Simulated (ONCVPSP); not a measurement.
## Ga: one change to an ONCV potential, before and after

```json
{
  "Element": "Ga",
  "Generator": "ONCVPSP 4.0.1",
  "Type": "optimised norm-conserving Vanderbilt (ONCV)",
  "Functional": "PBEsol",
  "Relativity": "scalar-relativistic",
  "Frozen core": "[Ar] 3d10",
  "Valence charge": "3",
  "Reference configuration": "4s2 (charge +1)",
  "Partial waves": "4s: rc 2.05 bohr, ncon 3, nbas 7, qcut 3.2 1/bohr, 2 projectors, debl 2.5 Ha; p scattering state at 0.31 Ha: rc 1.60 bohr, ncon 3, nbas 7, qcut 4.9 1/bohr, 2 projectors, debl 3.9 Ha; d scattering state at 0.23 Ha: rc 1.85 bohr, ncon 4, nbas 7, qcut 5.9 1/bohr, 2 projectors, debl 1.5 Ha",
  "Local potential": "polynomial inside 1.15 bohr (lpopt 5, dvloc0 -1 Ha)",
  "Core correction": "Teter function, fcfact 3.5, rcfact 1"
}
```

In the p channel the program set the typed energies aside and used 0.050, 3.950 Ha.

All-electron outer shells of the reference configuration (PBEsol, scalar-relativistic, ld1.x):

```tsv
shell	level (eV)	outermost node (bohr)	outermost maximum (bohr)
3d	-27.46	–	0.53
4s	-16.36	0.81	1.85
```

Change: p: nproj 0; local potential the p channel. In the p channel the program set the typed energies aside and used 0.050 Ha.

Cutoffs: the cutoffs (Ha) at which the residual kinetic energy of the hardest occupied pseudo-wave falls to 1 and 0.1 mHa per electron; they do not see the model core or the augmentation charge, which bear on the density cutoff. Errors are all-electron minus pseudo energies relative to the spin-unpolarised reference configuration.

Task: How do hardness, ghosts and transferability respond?

Result: The potential gets neither clearly harder nor softer (6.1 Ha and 31 Ha → 6.1 Ha and 31 Ha); both files keep a bound ghost (d); the lowest positive-energy flag moves from s at 30.4 eV to d at 17.5 eV; of the 4 tests that both files solve, the error grows in 3 and shrinks in 0 by more than 15 % and 0.3 meV (median size 16.7 → 21.4 meV); the range in which the s phases agree widens (upper end 1.1 → 2.5); the range in which the p phases agree narrows (upper end at the end of the scan → 3.3).

```csv
quantity,base,changed
"cutoff, loose",6.1 Ha,6.1 Ha
"cutoff, tight",31 Ha,31 Ha
bound ghosts,d,d
GHOST(+) flags under 300 eV,"s at 30.4 eV, p at 161.9 eV",d at 17.5 eV
"error for 4s2 4p1, meV [ΔE -5.68 eV]",+18,+27
"error for 4s1, meV [ΔE 21.14 eV]",-16,-16
"error for 4s2 4p0.5, meV [ΔE -3.65 eV]",+7.8,+13
"error for 4s0 4p3, meV [ΔE 7.71 eV]",+28,+51
s: phases at 2.08 bohr within 0.05 rad from the reference energy up to (Ha; the scan ends near 5),1.1,2.5
p: phases at 1.63 bohr within 0.05 rad from the reference energy up to (Ha; the scan ends near 5),to the end of the scan,3.3
d: phases at 1.88 bohr within 0.05 rad from the reference energy up to (Ha; the scan ends near 5),4.5,0.4
"rms error of d²Exc/dni dnj with the model core, mHa",10.19,10.20
```

Base: The cutoffs count occupied waves only; projector 2 of the d channel, the hardest unoccupied one, needs 67 Ha at the loose tolerance. Changed file: The cutoffs count occupied waves only; projector 2 of the d channel, the hardest unoccupied one, needs 67 Ha at the loose tolerance. A true bound ghost makes a file unfit for plane-wave use even where its test errors are small: the radial tests pick states by their node count and pass the ghost by.
